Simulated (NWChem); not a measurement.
System: CH4GeO, singlet; SMILES [OH][Ge][CH3]

Input file for NWChem:

```
start job
memory heap 200 mb stack 700 mb global 900 mb
geometry units angstroms noautosym nocenter noautoz
  Ge     0.411075     0.111846     0.000062
  C     -0.650298    -1.590949     0.000928
  H     -0.414631    -2.173324    -0.899870
  H     -1.723884    -1.383762     0.030915
  H     -0.369113    -2.206382     0.865596
  O     -1.046869     1.198566     0.000172
  H     -0.757388     2.125590    -0.002549
end
basis spherical
  Ge library pcsseg-1
  C library pcsseg-1
  H library pcsseg-1
  O library pcsseg-1
end
dft
  xc slater vwn_5
  iterations 150
end
property
  shielding
end
task dft property
```

Low-valent species are run as closed-shell singlets; no triplet was tried in these runs. Coordinates come from a B3LYP/6-31G* (spherical d) optimisation.

GIAO values for the isolated, static molecule; σ is the absolute isotropic shielding, δ = σ(reference) − σ with the isolated reference molecule computed at the same levels (13C: tetramethylsilane, 1H: tetramethylsilane, 17O: water).

Atoms are numbered as in the input.

Task: Give the results of this calculation. (LDA (Slater exchange, VWN5)/pcSseg-1, GIAO.) Quantities: σ Ge1 (ppm); δ C2 (ppm); δ H3 (rotor mean) (ppm); δ O6 (ppm); δ H7 (ppm).

Result: 
```yaml
"σ Ge1 (ppm)": 82.7
"δ C2 (ppm)": 45.6
"δ H3 (rotor mean) (ppm)": 1.37
"δ O6 (ppm)": 393.8
"δ H7 (ppm)": 9.87
```
